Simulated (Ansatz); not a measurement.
## Worked example: the barrier

An elementary step of Al2NH6O4, doublet (Al₂NH₆O₄ ([NH3][Al]1([OH])[O][Al]([OH])[OH]1) → Al₂NH₆O₄ ([NH2][Al]1([OH])[OH][Al]([OH])[OH]1); bonds formed: O2–H7; dative contacts that become bonds: Al1–N8; bonds broken: H7–N8; bonds weakened to dative contacts: Al1–O2). “Start” is the structure reached by relaxing down from the saddle towards the reactants; PBE0-D4/def2-TZVP structures. The saddle:

Al1  (-0.382, 0.946, 0.239)
O2  (-0.331, -0.516, 1.282)
Al3  (-0.977, -1.687, 0.082)
O4  (0.281, -2.538, -0.739)
O5  (-1.169, -0.095, -0.997)
O6  (-0.936, 2.521, 0.498)
H7  (0.849, -0.203, 1.052)
N8  (1.490, 0.698, 0.308)
H9  (0.282, -3.492, -0.781)
H10  (-1.359, -0.007, -1.930)
H11  (-1.837, 2.769, 0.685)
H12  (1.979, 0.239, -0.449)
H13  (2.109, 1.364, 0.750)
(Å)

Ansatz 0.2.0; basis: def2-TZVPP and def2-QZVPP; cores frozen in the correlated methods; orbitals are unrestricted.

Energies in eV:

| quantity | saddle | start |
| --- | --- | --- |
| Hartree–Fock, triple zeta (X = 3) | -22903.65402 | -22904.88899 |
| Hartree–Fock, quadruple zeta (X = 4) | -22904.54790 | -22905.77756 |
| MP2 correlation, X = 3 | -36.57369 | -36.29933 |
| MP2 correlation, X = 4 | -39.49924 | -39.22888 |
| CCSD(T) correlation, X = 3 | -38.33439 | -38.09916 |

Problem. Work out the barrier at the basis limit: extrapolate Hartree–Fock as E(X) = E∞ + A exp(−7.88 √X) and the MP2 correlation as E(X) = E∞ + B X^−2.97 (the exponents that Neese and Valeev fitted for def2-TZVPP and QZVPP), then add CCSD(T) − MP2 in triple zeta.

Solution. Each step is linear, so take the differences first (saddle − start): Hartree–Fock 1.23497 (X = 3) and 1.22966 (X = 4); MP2 correlation -0.27436 and -0.27036; CCSD(T) correlation -0.23523.
Two points give E∞ = E(4) + w [E(4) − E(3)], with w = 1/(exp(7.88 (2 − √3)) − 1) = 0.1377 for Hartree–Fock and w = 1/((4/3)^2.97 − 1) = 0.7407 for the correlation.
Hartree–Fock: 1.22966 + 0.1377 × (-0.00531) = 1.2289 eV.
MP2 correlation: -0.27036 + 0.7407 × 0.00400 = -0.2674 eV.
CCSD(T) − MP2: -0.23523 − (-0.27436) = 0.0391 eV.
Sum: 1.2289 + (-0.2674) + 0.0391 = 1.0006 eV, or 23.07 kcal/mol. Plain CCSD(T) in triple zeta gives 0.9997 eV, so the larger basis shifts the result by 0.0009 eV.

No T1 diagnostic of these runs exceeds 0.014. ⟨S²⟩ of the unrestricted Hartree–Fock references: 0.75 (a pure state has 0.75).

Labels in which every atom is bracketed show which atoms are joined, not bond orders.

For scale, one of the runs: CCSD(T)/def2-TZVPP, 323 basis functions, launched by `ansatz run in.yaml --threads 4 --pin off --events-out ev --progress --plain --max-ram 41984MiB --backend cuda --devices 0, --max-vram 37GiB`. Hardware: 4 CPU threads of an AMD EPYC 7R13 and a share of one NVIDIA H100, shared host. Wall time 21 s; peak host memory 0.87 GiB.
